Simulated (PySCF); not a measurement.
## Spinor energies of Bi⁺ (bismuth, charge +1)

Start: [Xe] 4f14 5d10 6s2 6p2; 6p1/2 filled at m_j = -1/2, +1/2. Calculated with PySCF 2.14 in x2c-TZVPPall-2c (11s11p9d3f, 110 functions): generalised Hartree-Fock with the X2C-1e Hamiltonian and a Gaussian nucleus; one run each with spin-orbit coupling (SO) switched off, then screened by Boettger's factors.

```csv
spinor shell,electrons,"ε, spin-free (eV)","ε, screened SO (eV)",weight of nominal j (screened SO),"rms radius, screened SO (bohr)"
1s1/2,2,-91060.1,-91017.4,1.000,0.0178
2s1/2,2,-16529.4,-16515.3,1.000,0.0718
2p1/2,2,-14162.8,-15843.6,1.000,0.0606
2p3/2,4,-14162.8,-13519.1,1.000,0.0691
3s1/2,2,-4070.6,-4065.3,1.000,0.183
3p1/2,2,-3384.3,-3762.7,1.000,0.175
3p3/2,4,-3384.3,-3235.1,1.000,0.192
3d3/2,4,-2680.9,-2744.9,1.000,0.168
3d5/2,6,-2680.9,-2633.4,1.000,0.172
4s1/2,2,-980.77,-978.46,1.000,0.401
4p1/2,2,-752.14,-845.84,1.000,0.404
4p3/2,4,-752.14,-713.91,1.000,0.438
4d3/2,4,-484.29,-497.96,1.000,0.446
4d5/2,6,-484.29,-472.65,1.000,0.457
4f5/2,6,-188.05,-189.61,1.000,0.479
5s1/2,2,-190.17,-188.95,1.000,0.890
4f7/2,8,-188.05,-184.16,1.000,0.481
5p1/2,2,-123.43,-140.87,1.000,0.952
5p3/2,4,-123.43,-115.24,1.000,1.04
5d3/2,4,-44.114,-45.275,1.000,1.30
5d5/2,6,-44.114,-41.728,1.000,1.33
6s1/2,2,-26.003,-25.531,1.000,2.33
6p1/2,2,-15.621,-16.063,1.000,2.83
```

```tsv
quantity	spin-free	screened SO
E (hartree)	-21513.50158	-21554.74334
M_J	0	0
⟨J²⟩	2.009	0.000
⟨L²⟩	2.005	1.520
⟨S²⟩	2.004	1.520
```

Breit and QED terms are absent; they matter most for the inner s and p1/2 levels.

Densities and radii are taken from the X2C orbitals without a picture-change correction, which distorts them close to the nucleus.

Without spin-orbit coupling the j labels of p, d and f shells carry no meaning; the spin-free column gives the mean over the occupied spinors of each nl shell.
